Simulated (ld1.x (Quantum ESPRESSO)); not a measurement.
# Debugging a pseudopotential input (chlorine, ld1.x (Quantum ESPRESSO) 7.5)

Command:

```bash
ld1.x < Cl.in > Cl.out
```

Input:

```
&input
   title='Cl', zed=17., rel=1, dft='PBE', iswitch=3,
   config='[Ne] 3s1.75 3p5.25',
   nld=2, rlderiv=1.35, eminld=-4.0, emaxld=5.0, deld=0.02
 /
 &inputp
   pseudotype=1, tm=.true., lloc=0,
   nlcc=.true., new_core_ps=.true., rcore=0.90,
   file_pseudopw='Cl.pp', file_wfcaegen='ae.wfc', file_wfcncgen='nc.wfc'
 /
2
3P  2  1   5.25   0.00  1.25  1.25  0.0
3S  2  0   1.75   0.00  1.00  1.00  0.0
 &test
   configts(1)='3s1.75 3p5.25'
 /
```

This is an input that runs to its end, with one change: pseudo principal number of 3S raised by one.

Q: How does the run end?

A: The program runs through. The occupied levels of the test differ from the all-electron ones by at most 0.00001 Ry (unchanged input: 0.00001 Ry).

```
     eps = 6.1E-15  iter = 21

     Etot =    -922.645671 Ry,    -461.322836 Ha,  -12553.233861 eV
     Etotps =   -37.200967 Ry,     -18.600483 Ha,    -506.144937 eV

     Ekin =       9.268742 Ry,       4.634371 Ha,     126.107657 eV
     Encl =     -58.133101 Ry,     -29.066551 Ha,    -790.941139 eV
     Ehrt =      25.216245 Ry,      12.608122 Ha,     343.084486 eV
     Ecxc =     -13.552852 Ry,      -6.776426 Ha,    -184.395942 eV
     (Ecc =      -7.434234 Ry,      -3.717117 Ha,    -101.147908 eV)

     ---------------------- End of pseudopotential test ----------------------
```
